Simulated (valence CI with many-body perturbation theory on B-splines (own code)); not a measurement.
## Energy levels of Hg⁴¹⁺

Computed by valence CI with perturbative core correlation (CI+MBPT): three valence electrons over a frozen Dirac-Fock core [Kr], a basis of 7 s, 7 p, 8 d, 6 f, 4 g, 1 h functions for each j, with the one-electron correlation potential Σ1 (screened to all orders), the two-electron term Σ2, the three-electron term Σ3, Breit, model QED; selected single and double excitations, second order for the rest, scaled by the run's own slope (own B-spline code, finite nucleus).

The last digits are not significant, and no measured levels were compared; by estimate large intervals hold to a few tenths of a per cent, small ones and those within an open d or f shell to about a per cent. The list stops below the first excitations out of the core.

Levels 1 to 19 of 19, with energies above the lowest level, (4d3/2^3) J=3/2. "Leading %" is the weight of the configuration and term that name the level; weights of strongly mixed levels are sums over their largest components and can fall short. In the jj column 3d3/2^4 stands for four electrons in 3d with j = 3/2. Lifetimes count E1, E2, E3, M1 and M2 decay at the calculated energies, and are blank where another channel may lead or the interval is too uncertain; long ones can be off by a factor of two.

```csv
No.,Configuration,Term,J,E (cm⁻¹),Leading %,Leading jj,Lifetime
1,4d3,4F,3/2,0,46,4d3/2^3 (98 %),
2,4d3,4F,5/2,196300,82,4d3/2^2 4d5/2 (99 %),5.50 μs
3,4d3,4P,3/2,216950,39,4d3/2^2 4d5/2 (99 %),6.89 μs
4,4d3,2G,7/2,232580,49,4d3/2^2 4d5/2 (97 %),1.47 ms
5,4d3,2H,9/2,234120,46,4d3/2^2 4d5/2 (99 %),39.8 s
6,4d3,4P,1/2,235690,58,4d3/2^2 4d5/2 (100 %),18.2 μs
7,4d3,2D,5/2,312960,42,4d3/2^2 4d5/2 (95 %),47.5 μs
8,4d3,4F,7/2,424640,66,4d3/2 4d5/2^2 (98 %),2.98 μs
9,4d3,4F,9/2,441670,51,4d3/2 4d5/2^2 (98 %),5.13 μs
10,4d3,4P,3/2,456510,41,4d3/2 4d5/2^2 (99 %),2.51 μs
11,4d3,2P,1/2,466920,58,4d3/2 4d5/2^2 (100 %),3.86 μs
12,4d3,4P,5/2,471400,39,4d3/2 4d5/2^2 (95 %),4.82 μs
13,4d3,2H,11/2,475590,100,4d3/2 4d5/2^2 (100 %),12.6 μs
14,4d3,2D,5/2,501350,44,4d3/2 4d5/2^2 (98 %),7.86 μs
15,4d3,2F,7/2,504740,79,4d3/2 4d5/2^2 (98 %),9.74 μs
16,4d3,2D,3/2,571200,78,4d3/2 4d5/2^2 (95 %),4.71 μs
17,4d3,2G,9/2,668720,50,4d5/2^3 (98 %),2.50 μs
18,4d3,2D,3/2,714330,44,4d5/2^3 (96 %),2.37 μs
19,4d3,2D,5/2,750450,60,4d5/2^3 (96 %),1.91 μs
```

The ionisation energy to 4d2 3F_2 of the next ion comes out as 1989.8 eV (NIST: 1989 ± 4 eV (theoretical)). All 19 levels together are meant to be complete up to 1160900 cm⁻¹.
